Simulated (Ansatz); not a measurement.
All values below come from r2SCAN-D4/def2-TZVP in Ansatz (a quantum-chemistry and plane-wave program). No frequencies were computed at this level.

Ansatz 0.2 input:
```yaml
crystal:
  periodic: [false, false, false]
  atoms:
    - { symbol: Ga, position_ang: [-0.028196, 0.700943, -0.000001] }
    - { symbol: H, position_ang: [-1.488202, -0.41255, 0.000006] }
    - { symbol: H, position_ang: [1.516398, -0.288393, -0.000005] }
basis:
  gaussian: { orbitals: def2-tzvp }
hamiltonian:
  xc: r2scan
  dispersion: d4
relax:
  max_steps: 150
magnetization:
  spin_polarized: true
  initial_magnetization: 1
```

Output:

```
Functional definition: r2SCAN
456 factors; their error is unknown
mean field evaluation 1: about -52406.8336 eV, gradient 1.7e1 eV
mean field evaluation 2: about -52406.1995 eV, gradient 2.5e1 eV
mean field evaluation 4: about -52407.9007 eV, gradient 6.8e-1 eV
mean field evaluation 8: about -52407.8921 eV, gradient 4.1e-2 eV
mean field evaluation 16: about -52407.8921 eV, gradient 4.3e-5 eV
mean field -52407.89209152 eV, -1925.9545110181 hartree, gradient 4.3e-5 eV, S^2 0.759831; 0 other end points of the search recorded, 0 dependent functions left out
reference -52407.89210409 eV, -1925.9545114802 hartree; 17, 16 occupied and 43, 44 virtual orbitals, 456 factors
relax step   1: F+E_penalty+E_count = -52407.89782509 eV  Δ(F+E_penalty+E_count) = +0.000e0 eV  max|allowed force component| = 2.157e0 eV/Å  Δτ_max = 0.0000 Å  (31 SCF iters, accepted)
these checks for a lower state are left out or cut short: starts, cluster_reference, orbital_swaps, neighbouring_geometries, increment
456 factors; their error is unknown
mean field -52408.40986081 eV, -1925.9735386887 hartree, gradient 3.3e-5 eV, S^2 0.753414; 0 other end points of the search recorded, 0 dependent functions left out
reference -52408.40987347 eV, -1925.9735391538 hartree; 17, 16 occupied and 43, 44 virtual orbitals, 456 factors
relax step   2: F+E_penalty+E_count = -52408.41438853 eV  Δ(F+E_penalty+E_count) = -5.166e-1 eV  max|allowed force component| = 2.151e-1 eV/Å  Δτ_max = 0.1916 Å  (35 SCF iters, accepted)
these checks for a lower state are left out or cut short: starts, cluster_reference, orbital_swaps, neighbouring_geometries, increment
456 factors; their error is unknown
mean field -52408.41529902 eV, -1925.9737385393 hartree, gradient 4.0e-5 eV, S^2 0.753269; 0 other end points of the search recorded, 0 dependent functions left out
reference -52408.41531168 eV, -1925.9737390046 hartree; 17, 16 occupied and 43, 44 virtual orbitals, 456 factors
relax step   3: F+E_penalty+E_count = -52408.41983079 eV  Δ(F+E_penalty+E_count) = -5.442e-3 eV  max|allowed force component| = 8.159e-2 eV/Å  Δτ_max = 0.0407 Å  (29 SCF iters, accepted)
these checks for a lower state are left out or cut short: starts, cluster_reference, orbital_swaps, neighbouring_geometries, increment
456 factors; their error is unknown
mean field evaluation 32: about -52408.4310 eV, gradient 2.5e-4 eV
mean field -52408.41591463 eV, -1925.9737611625 hartree, gradient 4.1e-5 eV, S^2 0.753320; 0 other end points of the search recorded, 0 dependent functions left out
reference -52408.41592729 eV, -1925.9737616276 hartree; 17, 16 occupied and 43, 44 virtual orbitals, 456 factors
relax step   4: F+E_penalty+E_count = -52408.42044566 eV  Δ(F+E_penalty+E_count) = -6.149e-4 eV  max|allowed force component| = 6.349e-3 eV/Å  Δτ_max = 0.0082 Å  (30 SCF iters, accepted)
456 factors; their error is unknown
mean field -52408.41591463 eV, -1925.9737611625 hartree, gradient 4.1e-5 eV, S^2 0.753320; 1 other end points of the search recorded, 0 dependent functions left out
reference -52408.41592729 eV, -1925.9737616276 hartree; 17, 16 occupied and 43, 44 virtual orbitals, 456 factors
Total energy: -52408.42045832 eV, -1925.9739281399 hartree
Atom 0 at    -0.021657     0.526122    -0.000001 Å, force    -0.000536     0.006349    -0.000000 eV/Å
Atom 1 at    -1.364614    -0.319705     0.000005 Å, force    -0.002157    -0.003196     0.000000 eV/Å
Atom 2 at     1.386272    -0.206417    -0.000005 Å, force     0.002692    -0.003154    -0.000000 eV/Å
Dipole moment:    -0.002125     0.051866    -0.000000 e Å
```

Cost: roughly 5 core-seconds.
